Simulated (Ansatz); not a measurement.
Species: HAlClS, SMILES `[SH][Al][Cl]` (H–S–Al–Cl torsion 180°) (charge 0, multiplicity 2), formula HAlClS.

Task: How many basis functions does frozen-core CCSD(T)/cc-pVTZ // CAM-B3LYP-D3(BJ)/def2-TZVP in Ansatz (a first-principles code) use, how many core orbitals are frozen, and how many electrons are correlated?

Result: 116 basis functions and 15 frozen orbitals, which leaves 17 correlated electrons. Core time is of the order of seconds.
